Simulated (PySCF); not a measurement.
CH4Cl2OSi, SMILES CO[SiH](Cl)Cl. Atoms are numbered in the order given.

```xyz
9

Si     0.1495    -0.0722     0.4978
Cl     0.2193     1.7852    -0.3885
Cl     1.6463    -1.2489    -0.2409
O     -1.2630    -0.8031     0.1161
C     -2.5533    -0.2457     0.0978
H      0.3464     0.1048     1.9530
H     -3.2166    -0.9272    -0.4534
H     -2.9521    -0.1235     1.1194
H     -2.5628     0.7366    -0.4038
```

Coordinates come from a PBE0-D3(BJ)/def2-SVP optimisation. Other conformers were not sampled.

All values below come from TDA-PBE/def2-SVPD in PySCF 2.14.0.

Vertical excitations. The molecule is in vacuum.

Task: Estimate the UV-visible absorptions. (Estimate from the structure and the level; the computed values follow.)

Result: 
```
state  energy (eV)  λ (nm)      f                                                                    main pairs
-----  -----------  ------  -----  ----------------------------------------------------------------------------
S1            6.71     185  0.024                                                                HOMO→LUMO 96 %
S2            6.99     177  0.005                                                              HOMO→LUMO+1 97 %
S3            7.10     175  0.008                                                              HOMO−1→LUMO 94 %
S4            7.24     171  0.001                                                              HOMO→LUMO+2 92 %
S5            7.48     166  0.005                                          HOMO−2→LUMO 42 %, HOMO−1→LUMO+1 41 %
S6            7.50     165  0.030                        HOMO−2→LUMO 38 %, HOMO−1→LUMO+1 35 %, HOMO→LUMO+3 10 %
S7            7.57     164  0.010                                                              HOMO−3→LUMO 73 %
S8            7.60     163  0.038                                            HOMO→LUMO+3 62 %, HOMO−3→LUMO 12 %
S9            7.63     162  0.006   HOMO−4→LUMO 34 %, HOMO−1→LUMO+2 30 %, HOMO−2→LUMO+1 25 %, HOMO−2→LUMO+2 6 %
S10           7.67     162  0.017  HOMO−1→LUMO+2 46 %, HOMO−2→LUMO+1 19 %, HOMO−3→LUMO+1 11 %, HOMO−4→LUMO 10 %
T1            6.49     191      0                                                                HOMO→LUMO 98 %
T2            6.83     181      0                                                              HOMO→LUMO+1 87 %
T3            6.88     180      0                                                              HOMO→LUMO+2 83 %
T4            6.91     179      0                                                              HOMO−1→LUMO 79 %
```
Triplets are in the Tamm–Dancoff approximation.
